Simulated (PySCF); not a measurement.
## NMR data sheet: C$_{5}$H$_{7}$F$_{3}$OSi

```yaml
Formula: C5H7F3OSi
SMILES: CC(=O)/C([SiH3])=C\C(F)(F)F
Point_group_of_the_computed_structure: C1
Degrees_of_unsaturation: 2
Carbon_signals: 5
Proton_signals: 3
```

Bonds (- single, = double, # triple, : aromatic): C1-C2, C2=O3, C2-C4, C4-Si5, C4=C6, C6-C7, C7-F8, C7-F9, C7-F10. C1 carries H11, H12, H13; Si5 carries H14, H15, H16; C6 carries H17. Stereochemistry as in CC(=O)/C([SiH3])=C\C(F)(F)F.

- PBE0/pcSseg-1 with gauge-including orbitals
- coordinates at the GFN2-xTB level
- program: PySCF
- a single conformation, no solvent model, no relativistic terms, one averaged value for each set of equivalent atoms

Shifts are taken against calculated references (same method and geometry level): ¹H (31.72 ppm), ¹³C (186.93 ppm), ²⁹Si (349.16 ppm) against TMS; ¹⁹F (170.95 ppm) vs CFCl3; ¹⁷O (336.08 ppm) against H2O.

```tsv
carbon	δC, type	δH (multiplicity)	HMBC from (2–3 bonds)	span of the C tensor (ppm)
C1	32.9, CH3	2.47 (s)	–	58
C2	210.2, C	–	H17, H14/H15/H16, H11/H12/H13	209
C4	163.2, C	–	H17, H14/H15/H16, H11/H12/H13	213
C6	133.7, CH	6.21 (m)	H14/H15/H16	180
C7	131.0, C	–	H17	15
```

Other nuclei:
```json
{"atoms": "H14/H15/H16", "nucleus": "¹H", "environment": "hydrogen on a silicon bonded to C", "δ (ppm)": "4.28", "σ (ppm)": "27.44"}
{"atoms": "F8/F9/F10", "nucleus": "¹⁹F", "environment": "fluorine of a CF3 group", "δ (ppm)": "-72.8", "σ (ppm)": "243.7"}
{"atoms": "Si5", "nucleus": "²⁹Si", "environment": "silicon bonded to C, 3 H", "δ (ppm)": "-61.4", "σ (ppm)": "410.6"}
{"atoms": "O3", "nucleus": "¹⁷O", "environment": "ketone oxygen", "δ (ppm)": "697.1", "σ (ppm)": "-361.1"}
```

1. Carbon types of the structure: 3 × C, 1 × CH, 1 × CH3, leaving 3 H on heteroatoms.
2. δC 210.2: ketone carbonyl carbon; low-lying n→π* states of the double bond to the heteroatom give a large paramagnetic term (-272 ppm).
3. δC 163.2: α carbon of a C=C–C=O unit; the olefinic region.
4. δC 133.7: β carbon of a C=C–C=O unit; conjugation with the carbonyl draws π density from the β position.
5. δC 131.0: CF3 carbon; 3 electronegative neighbours deshield it.
6. δH 2.47: hydrogen on a methyl carbon α to a carbonyl; α to C=O.

Splittings by ¹⁹F in the carbon and heteronuclear signals aren't shown, as no couplings were computed. Shifts are as computed. Against solution values, carbons near 30 ppm lie about +3 ppm off and those near 130 ppm about +5 ppm. Of 1211 compounds with measured shifts, 218 miss one by over three times the rms of a fit or turn the order of signals round; such compounds aren't used in these exercises. Unscaled 19F shifts against computed CFCl3 carry errors that often reach 10 to 50 ppm. Unscaled 17O shifts of doubly bonded oxygen tend to come out too high, by tens of ppm or more. Experimental scales use liquid or dissolved standards, which lie at an offset from isolated H2O (liquid H2O: subtract about 36 ppm). No couplings were computed; multiplicities are counted from neighbouring protons, with m where these are inequivalent, close in shift, in a saturated or five-membered ring or joined by F or P, and br s for small geminal =CH2 splittings.
